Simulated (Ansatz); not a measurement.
The cluster Li₂Si₂⁺ was relaxed with PBE0-D4 (def2-TZVP) in Ansatz in these states: charge +1 doublet, charge +1 quartet. The geometries follow in no particular order.

A:

```xyz
4

Li   -1.014   -0.332    1.877
Li   -0.225    0.985   -1.908
Si    0.172   -1.195   -0.380
Si    1.067    0.541    0.411
```

B:

Cartesian coordinates in Å:
```
Li -0.7832 -0.1241 2.2227
Li 0.7773 0.1100 -2.2253
Si -0.9927 0.4839 -0.3229
Si 0.9986 -0.4698 0.3255
```

Judge from the bond lengths which geometry belongs to which state (an estimate).

A is the charge +1 doublet (Si3–Si4 2.107 Å, Li2–Si4 2.692 Å, Li2–Si3 2.692 Å); B is the charge +1 quartet (Si3–Si4 2.301 Å, Li2–Si4 2.625 Å, Li2–Si3 2.625 Å).
